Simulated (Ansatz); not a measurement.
`CC1BO1`. The species carries charge 0 and has multiplicity 1.

```xyz
9

C     0.526    0.525   -0.859
C    -0.374   -0.387   -0.086
B    -0.630   -0.297    1.402
O     0.306   -1.158    1.019
H    -0.079    1.164   -1.509
H     1.109    1.173   -0.202
H     1.218   -0.036   -1.493
H    -0.976   -1.058   -0.697
H    -1.099    0.073    2.425
```

**Question.** List the harmonic frequencies (cm⁻¹, unscaled) at PBE0-D4/def2-TZVP in Ansatz. (Best estimate.)

**Answer.** The calculation gave: 190, 332, 392, 694, 767, 829, 968, 1013, 1031, 1118, 1251, 1336, 1400, 1458, 1478, 1499, 2740, 3044, 3112, 3120, 3138.

**Question.** Is this a minimum?

**Answer.** Yes, all 21 modes are real.

**Question.** Give the ideal-gas thermochemistry at 298.15 K and 1 bar (rigid rotor, harmonic oscillator; point group C1, symmetry number 1).

**Answer.** Zero-point energy 184.9 kJ/mol; H(298) − E = 199.3 kJ/mol; entropy 280.9 J/(mol·K), of which translation 159.0, rotation 98.2, vibration 23.7; G(298) − E = 115.6 kJ/mol.

**Question.** Rotational constants (cm⁻¹)?

**Answer.** 0.7057, 0.2192, 0.2004.
